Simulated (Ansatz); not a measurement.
(1) Predict a relaxed structure of Ag2H3⁻, charge -1, singlet, at r2SCAN-D4/def2-TZVPD (Ansatz).

Results:

(1) 
```xyz
5

Ag    0.0066   -1.0932    0.9049
Ag   -0.0906    0.9458   -1.0541
H     0.1581    2.5112   -1.5242
H    -0.4295   -0.7529   -0.7623
H     0.3554   -1.6109    2.4358
```
Point group C2v (tolerance 0.1 Å). This is one stationary point.

In the def2 sets Ag takes a core potential; there is no spin–orbit coupling. The structure comes from a short search, and lower isomers may exist.
